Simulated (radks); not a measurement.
Q: The mean radii <r> (bohr) of the occupied orbitals of an atom or ion are listed with their occupations. Calculated with a radial shooting solver on a logarithmic mesh with Libxc functionals: scalar-relativistic Kohn-Sham, PBE, spin-polarised, spherical densities, finite nucleus; Fermi nuclear charge, rms radius of each element as measured or else 0.836 A^(1/3) + 0.57 fm.

orbital  occ.      <r>
1s up       1  0.04860
1s down     1  0.04860
2s up       1   0.2178
2s down     1   0.2177
2p up       3   0.1906
2p down     3   0.1906
3s up       1   0.6409
3s down     1   0.6421
3p up       3   0.6608
3p down     2   0.6625
3d up       5   0.7126
3d down     4   0.7163
4s up       1    1.747

Name the element and its charge. Open shells, if any, are filled with parallel spins first.

A: Z = 31, gallium, charge +4: Ga4+ in [Ne] 3s2 3p5 3d9 4s1. The 1s radius gives Z: for a bare nucleus <r> = (2 gamma + 1)/(2Z) with gamma = sqrt(1 - (Z/c)^2), 0.04755 bohr for Z = 31, and screening makes it slightly larger (0.04860 here). The occupations add up to 27, and the charge is Z minus that.
